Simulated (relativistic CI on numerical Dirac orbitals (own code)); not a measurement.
**Pd+: resonant inelastic scattering at the M2,3 edge**

Computed with this model: Dirac-Coulomb-Breit CI, KLI orbitals optimised for each configuration, a model potential for QED, valence Slater integrals scaled by 0.9, Kramers-Heisenberg scattering through one core-hole configuration in a parametric crystal field; configurations [Kr] 4d9 → [Ne] 3s2 3p5 3d10 4s2 4p6 4d10; 300 K; core-hole width 1.2 eV; summed over polarisations. Incident energies are the highest absorption maxima for each field (at most a few, so the weaker spin-orbit partner edge can be absent), on the computed scale of the free ion. Intensities are in per cent of the strongest line above 0.02 eV; levels within 1 cm⁻¹ are merged; final levels count from the ground level, the first row holds all elastic scattering, lines under 0.4 are left out and each table stops after 24 rows. The scale of the Slater integrals is a model choice and moves the terms in proportion.

Field parameters in Wybourne normalisation: D3d B²₀ = −7Dσ, B⁴₀ = −14Dq − 21Dτ, B⁴₃ = −14√(10/7) Dq; Td as Oh with Dq negative (B⁴₀ = 21Dq, B⁴₄ = √(5/14) B⁴₀). The field is a parameter set, without covalency.

S is read from ⟨S²⟩ = S(S + 1).

Td, 10Dq = -7850 cm⁻¹:

```tsv
Final level (eV)	Degeneracy	Irrep	S	533.6 eV
0.000	2	Γ7	0.50	73.2
0.205	4	Γ8	0.50	100.0
1.184	4	Γ8	0.50	72.9
```

D3d, 10Dq = 20950, Dσ = 760, Dτ = 360 cm⁻¹:

```csv
Final level (eV),Degeneracy,Irrep,S,534.7 eV,562.8 eV
0.000,2,Γ4,0.50,118.7,22.2
0.003,2,Γ5+Γ6,0.50,42.7,8.0
2.496,2,Γ4,0.50,100.0,5.7
2.691,2,Γ5+Γ6,0.50,49.9,30.4
3.206,2,Γ4,0.50,60.9,24.8
```

For the first field the strongest loss at the lowest incident energy is the level at 0.21 eV (S = 0.50, against 0.50 in the thermal ground state).
